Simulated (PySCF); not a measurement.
potassium atom (K), doublet; SVWN5/6-31G* (PySCF).

PySCF was given this input:
```python
from pyscf import gto, scf, dft

mol = gto.M(
    atom='''
K     0.00000000    0.00000000    0.00000000
''',
    basis='6-31g*',
    spin=1,
    verbose=4,
)

mf = dft.UKS(mol)
mf.xc = 'lda,vwn'
mf.kernel()
mf.analyze()
```

Output, abridged:

```
PySCF version 2.14.0

[INPUT] verbose = 4
[INPUT] num. atoms = 1
[INPUT] num. electrons = 19
[INPUT] charge = 0
[INPUT] spin (= nelec alpha-beta = 2S) = 1
[INPUT] symmetry False subgroup None
[INPUT] Mole.unit = angstrom
[INPUT] Symbol           X                Y                Z      unit          X                Y                Z       unit  Magmom
[INPUT]  1 K      0.000000000000   0.000000000000   0.000000000000 AA    0.000000000000   0.000000000000   0.000000000000 Bohr   0.0

nuclear repulsion = 0
number of shells = 10
number of NR pGTOs = 75
number of NR cGTOs = 22
basis = 6-31g*
ecp = {}

******** <class 'pyscf.dft.uks.UKS'> ********
method = UKS
initial guess = minao
damping factor = 0
level_shift factor = 0
DIIS = <class 'pyscf.scf.diis.CDIIS'>
diis_start_cycle = 1
diis_space = 8
diis_damp = 0
SCF conv_tol = 1e-09
SCF conv_tol_grad = None
SCF max_cycles = 50
direct_scf = True
direct_scf_tol = 1e-13
number electrons alpha = 10  beta = 9
XC library pyscf.dft.libxc version 7.1.2
    S. Lehtola, C. Steigemann, M. J. T. Oliveira, and M. A. L. Marques,  SoftwareX 7, 1–5 (2018)
XC functionals = lda,vwn
    P. A. M. Dirac,  Math. Proc. Cambridge Philos. Soc. 26, 376 (1930)
    F. Bloch,  Z. Phys. 57, 545 (1929)
    S. H. Vosko, L. Wilk, and M. Nusair,  Can. J. Phys. 58, 1200 (1980)
radial grids:
    Treutler-Ahlrichs [JCP 102, 346 (1995); DOI:10.1063/1.469408] (M4) radial grids

becke partition: Becke, JCP 88, 2547 (1988); DOI:10.1063/1.454033
pruning grids: <function nwchem_prune>
grids dens level: 3
symmetrized grids: False
atomic radii adjust function: <function treutler_atomic_radii_adjust>
small_rho_cutoff = 0
Set gradient conv threshold to 3.16228e-05
tot grids = 20040
init E= -598.104857445585

cycle= 1 E= -598.139846791573  delta_E= -0.035  |g|= 0.0057  |ddm|= 0.499
cycle= 2 E= -598.139962934801  delta_E= -0.000116  |g|= 0.000891  |ddm|= 0.107
cycle= 3 E= -598.1399640385  delta_E= -1.1e-06  |g|= 5.34e-05  |ddm|= 0.00496
cycle= 4 E= -598.139964051221  delta_E= -1.27e-08  |g|= 1.79e-06  |ddm|= 0.00125
cycle= 5 E= -598.139964051231  delta_E= -1.03e-11  |g|= 2.16e-08  |ddm|= 3.37e-05
Extra cycle  E= -598.139964051231  delta_E= -1.14e-13  |g|= 2.73e-09  |ddm|= 1.04e-07
converged SCF energy = -598.139964051231  <S^2> = 0.75004946  2S+1 = 2.0000495
**** SCF Summaries ****
Total Energy =                        -598.139964051231459
Nuclear Repulsion Energy =               0.000000000000000
One-electron Energy =                 -823.783500474917105
Two-electron Energy =                  225.643536423685646
Two-electron Coulomb Energy =          257.336874293444339
DFT Exchange-Correlation Energy =      -31.693337869758679
**** MO energy ****
                             alpha | beta                alpha | beta
MO #1   energy= -128.372465097012  | -128.371978797316  occ= 1 | 1
MO #2   energy= -12.8416610284703  | -12.8411545909047  occ= 1 | 1
MO #3   energy= -10.2870013055837  | -10.2865178848253  occ= 1 | 1
MO #4   energy= -10.2870013055837  | -10.2865178848253  occ= 1 | 1
MO #5   energy= -10.2870013055837  | -10.2865178848253  occ= 1 | 1
MO #6   energy= -1.29059475062273  | -1.28911710754553  occ= 1 | 1
MO #7   energy= -0.701230353558073 | -0.698959446659416 occ= 1 | 1
MO #8   energy= -0.701230353558058 | -0.6989594466594   occ= 1 | 1
MO #9   energy= -0.701230353558054 | -0.698959446659395 occ= 1 | 1
MO #10  energy= -0.0974889976668345 | -0.075408352288358 occ= 1 | 0
MO #11  energy= -0.0367757800656707 | -0.0209301387738038 occ= 0 | 0
MO #12  energy= -0.03677578006567  | -0.020930138773802 occ= 0 | 0
MO #13  energy= -0.0367757800656699 | -0.020930138773801 occ= 0 | 0
MO #14  energy= 0.0221985950182705 | 0.0309507368281541 occ= 0 | 0
MO #15  energy= 0.0410036463512642 | 0.0516878824777579 occ= 0 | 0
MO #16  energy= 0.0410036463512715 | 0.0516878824777839 occ= 0 | 0
MO #17  energy= 0.0410036463512791 | 0.0516878824777851 occ= 0 | 0
MO #18  energy= 0.204319542209183  | 0.221472822162448  occ= 0 | 0

To work with the spin densities directly, `use mulliken_meta_spin()` only printing them here.

 ** Mulliken spin pop alpha/beta on meta-lowdin orthogonal AOs **
 ** Mulliken Spin Density (per AO)  **
spin_pop of  0 K 1s        0.00000
spin_pop of  0 K 2s        0.00003
spin_pop of  0 K 3s        0.00048
spin_pop of  0 K 4s        0.99536
spin_pop of  0 K 5s        0.00413
spin_pop of  0 K 2px      -0.00000
spin_pop of  0 K 2py      -0.00000
spin_pop of  0 K 2pz      -0.00000
spin_pop of  0 K 3px      -0.00007
spin_pop of  0 K 3py      -0.00007
spin_pop of  0 K 3pz      -0.00007
spin_pop of  0 K 4px       0.00004
spin_pop of  0 K 4py       0.00004
spin_pop of  0 K 4pz       0.00004
spin_pop of  0 K 5px       0.00003
spin_pop of  0 K 5py       0.00003
spin_pop of  0 K 5pz       0.00003
spin_pop of  0 K 3dxy      0.00000
spin_pop of  0 K 3dyz      0.00000
spin_pop of  0 K 3dz^2    -0.00000
spin_pop of  0 K 3dxz      0.00000
spin_pop of  0 K 3dx2-y2    0.00000
 ** Mulliken Spin Density (per atom)  **
spin density of  0 K =      1.00000
 ** Mulliken pop alpha/beta on meta-lowdin orthogonal AOs **
 ** Mulliken pop       alpha | beta **
pop of  0 K 1s        1.00000 | 1.00000
pop of  0 K 2s        1.00000 | 0.99996
pop of  0 K 3s        1.00000 | 0.99952
pop of  0 K 4s        0.99587 | 0.00051
pop of  0 K 5s        0.00414 | 0.00001
pop of  0 K 2px       1.00000 | 1.00000
pop of  0 K 2py       1.00000 | 1.00000
pop of  0 K 2pz       1.00000 | 1.00000
pop of  0 K 3px       0.99989 | 0.99996
pop of  0 K 3py       0.99989 | 0.99996
pop of  0 K 3pz       0.99989 | 0.99996
pop of  0 K 4px       0.00007 | 0.00003
pop of  0 K 4py       0.00007 | 0.00003
pop of  0 K 4pz       0.00007 | 0.00003
pop of  0 K 5px       0.00005 | 0.00002
pop of  0 K 5py       0.00005 | 0.00002
pop of  0 K 5pz       0.00005 | 0.00002
pop of  0 K 3dxy      0.00000 | 0.00000
pop of  0 K 3dyz      0.00000 | 0.00000
pop of  0 K 3dz^2     0.00000 | 0.00000
pop of  0 K 3dxz      0.00000 | 0.00000
pop of  0 K 3dx2-y2    0.00000 | 0.00000
In total            10.00000 | 9.00000
 ** Mulliken atomic charges   ( Nelec_alpha | Nelec_beta ) **
charge of  0K =     -0.00000  (    10.00000      9.00000 )
Dipole moment(X, Y, Z, Debye):  0.00000, -0.00000, -0.00000
```
